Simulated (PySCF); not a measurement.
## Steps of a relaxation of [SmF2]+

[SmF2]+ (singlet in the valence; each metal's 4f electrons, 5 of them, lie in its core potential, out of spins and levels). PySCF 2.14.0, RKS PBE0, Sm lcecp-1-SVP with ECP51, F def2-SVP; non-relativistic Hamiltonian with scalar-relativistic core potentials where named; density fitting; no spin-orbit coupling. Origin of the start: template. Columns: position (Å) and force (eV/Å). Energies are counted from the last step; some of the 7 steps are shown. Forces carry noise of the integration grid, about 0.01 to 0.03 eV/Å.

Run from Python with OMP_NUM_THREADS=2. Where DIIS fails, smearing, a level shift and second-order steps follow.
It took 10 s on 2 threads of Arm Neoverse V1 (shared host), from the converged density of the start.

```xyz
3
step 0  E = 0.590 eV
Sm    0.0000    0.0000   -0.1741     0.00    0.00    2.05
F     1.9448    0.0000    0.6962    -2.71    0.00   -1.02
F    -1.9448    0.0000    0.6962     2.71    0.00   -1.02
```

```xyz
3
step 2  E = 0.067 eV
Sm    0.0000    0.0000   -0.2020     0.00    0.00   -0.75
F     1.7471    0.0000    0.7101     0.17    0.00    0.38
F    -1.7471    0.0000    0.7101    -0.17    0.00    0.38
```

```xyz
3
step 4  E = 0.003 eV
Sm    0.0000    0.0000   -0.3547     0.00    0.00    0.30
F     1.6198    0.0000    0.7864    -0.21    0.00   -0.15
F    -1.6198    0.0000    0.7864     0.21    0.00   -0.15
```

Question: Where does the relaxation end?

Answer: It converges at step 6 in C2v:
```xyz
3
step 6  E = 0
Sm    0.0000    0.0000   -0.3558
F     1.6061    0.0000    0.7870
F    -1.6061    0.0000    0.7870
```

Question: How did the contacts change?

Answer: 
| contact | start (Å) | end (Å) |
| --- | --- | --- |
| Sm1–F2 (F) | 2.131 | 1.971 |
| Sm1–F3 (F) | 2.131 | 1.971 |


An lcecp potential fixes the number of 4f electrons, so in runs with it no electron can move into or out of that shell.
